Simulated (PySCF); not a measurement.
Mg(Me)2, C₂H₆Mg, SMILES [Mg]([CH3])[CH3], singlet (PBE0/def2-SVP optimised geometry):

```
9

Mg     0.000    -0.002     0.000
C      2.099    -0.002     0.000
H      2.516     1.008    -0.162
H      2.515    -0.648    -0.793
H      2.516    -0.367     0.955
C     -2.099    -0.003     0.001
H     -2.515     0.333     0.967
H     -2.516    -1.008    -0.190
H     -2.516     0.665    -0.774
```

Level of theory: PBE0/def2-TZVP in PySCF.

Problem. What are the frontier orbital energies and the dipole moment?

Solution. HOMO-2 -10.19 eV, HOMO-1 -7.72 eV, HOMO -6.48 eV, LUMO -0.53 eV, LUMO+1 0.20 eV; dipole moment 0.00 D.

On the same geometry PBE/def2-TZVP in PySCF 2.14.0 gives HOMO-2 -8.74 eV, HOMO-1 -6.49 eV, HOMO -5.31 eV, LUMO -1.16 eV, LUMO+1 -0.45 eV; dipole moment 0.00 D.

Meta-Löwdin charges at PBE0/def2-TZVP: Mg1 1.24, C2 -0.94, H3 0.11, H4 0.11, H5 0.11, C6 -0.94, H7 0.11, H8 0.11, H9 0.11.
